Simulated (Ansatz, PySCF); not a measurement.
Gas-phase reaction (SMILES): NB(Br)Br + N (NH3) → NB(N)Br + Br (HBr); ammonia cleaves one B-Br bond, a model of a ligand-exchange step.

Geometries: B3LYP-D3(BJ)/def2-TZVP minima from Ansatz (a program for electronic structure), one conformer each, not searched for the lowest. Cores are frozen in the correlated levels unless marked. Spin-orbit coupling is left out. The frozen core is the preceding noble-gas configuration, with the filled d and f shells of earlier blocks. Non-relativistic. CBS marks a two-point X^-3 extrapolation of the correlation energy; Hartree-Fock from the larger set. Thermal terms are rigid-rotor harmonic-oscillator values from B3LYP-D3(BJ) frequencies (Ansatz or PySCF) at 298.15 K and 1 atm. 1 Eh = 627.5095 kcal/mol.

```csv
species,"E, CCSD(T)/CBS(aug-cc-pVTZ,aug-cc-pVQZ) (Ansatz) (Eh)","E, PBE0-D4/def2-TZVPD (Ansatz + dftd4) (Eh)",H - E (Eh)
NB(Br)Br,-5226.18682,-5228.58908,0.03873
N (NH3),-56.50411,-56.51535,0.03799
NB(N)Br,-2709.41552,-2710.65244,0.06479
Br (HBr),-2573.28283,-2574.45927,0.00927
```

Q: Work out ΔE and ΔH at 298.15 K at the first level, then ΔH at the second.

A: 
1. ΔE = [(-2709.41552) + (-2573.28283)] - [(-5226.18682) + (-56.50411)] = -0.00742 Eh = -4.7 kcal/mol at CCSD(T)/CBS(aug-cc-pVTZ,aug-cc-pVQZ).
2. The terms H - E add up to -0.00266 Eh, so ΔH = (-0.00742 + (-0.00266))×627.5095 = -6.3 kcal/mol.
3. At PBE0-D4/def2-TZVPD the same steps give ΔE = -4.6 and ΔH = -6.2 kcal/mol, a shift of +0.1 from the first level.
4. These values are not checked against measurement here, since the tables used lack a sound gas-phase enthalpy of formation for at least one species.
